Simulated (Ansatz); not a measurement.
Basis-set extrapolation for CH5BN2O, SMILES `N=C(N)BO` (PBE0-D4/def2-TZVP geometry, frozen core, Ansatz 0.2.0). Multiplicity 1, RHF reference.

```tsv
	def2-TZVPP	def2-QZVPP
HF	-249.372972	-249.384963
MP2 correlation	-0.909007	-0.974870
CCSD(T) correlation	-0.972282	not run
```

Energies in hartree. Use E(X) = E(∞) + A·exp(−7.88·√X) for Hartree–Fock and E(X) = E(∞) + B·X^(−2.97) for correlation, with X = 3 and 4, and add CCSD(T) minus MP2 of the smaller set to the MP2 limit.

What is the CCSD(T) energy at the basis-set limit?

HF limit: -249.384963 + (-0.011991) × 0.13774 = -249.38661. MP2 limit: -0.974870 + (-0.065863) × 0.74074 = -1.02366. Higher-order term: -0.972282 − (-0.909007) = -0.06327. Total: -250.47354 hartree, 336.8 kJ/mol below CCSD(T)/def2-TZVPP.
